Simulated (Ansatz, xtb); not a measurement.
**A geometry optimisation of ClFSi3 with r2SCAN-D4/def2-SVP**

The starting geometry of this gas-phase singlet has its atoms placed at random.

```xyz
5

Cl   -0.5924   -1.0132   -0.2345
F    -1.0707   -0.3115   -1.5761
Si   -0.0926    0.8085   -0.4059
Si    1.2383   -0.7465   -1.4678
Si   -0.4532   -0.9584    1.5755
```

Guess where an optimisation with r2SCAN-D4/def2-SVP ends from this start.

It ends as a structure with Cl1 bridging Si5 and Si4 and Si3, given below by its coordinates. Distances that change by over a tenth: Cl1–Si3 (1.90 → 2.40 Å), Cl1–Si4 (2.22 → 2.50 Å), Cl1–Si5 (1.82 → 2.50 Å), F2–Si3 (1.89 → 1.63 Å), Si4–Si5 (3.49 → 2.70 Å). Contacts that open: Cl1–F2 (1.59 → 3.32 Å). Contacts that close: Si3–Si5 (2.68 → 2.30 Å).

The energy falls by 12.21 eV over 16 steps:

| step | E − E(last) (eV) |
| --- | --- |
| 1 | 12.208 |
| 3 | 4.461 |
| 4 | 3.014 |
| 6 | 1.232 |
| 8 | 0.583 |
| 9 | 0.400 |
| 11 | 0.176 |
| 13 | 0.004 |
| 14 | 0.001 |
| 16 | 0.000 |

Final geometry (Å):

```xyz
5

Cl   -0.6235   -2.0473   -0.4162
F    -1.5434    0.8833   -1.6850
Si   -0.3730    0.3169   -0.7070
Si    1.5767   -0.9028   -0.7230
Si   -0.0074   -0.4711    1.4224
```

From the same start GFN2-xTB ends elsewhere, differing in Cl1–Si3 (3.13 against 2.40 Å here), Cl1–Si4 (4.39 against 2.50 Å here), F2–Si3 (2.88 against 1.63 Å here), F2–Si4 (1.68 against 3.72 Å here), Si4–Si5 (4.23 against 2.70 Å here).

From so rough a start the end depends on the optimiser's path, so another program may land elsewhere. The end wasn't checked by frequencies. Run with Ansatz 0.2.0, 120 s on 1 thread of AMD EPYC (Zen 3), with other jobs on the host.
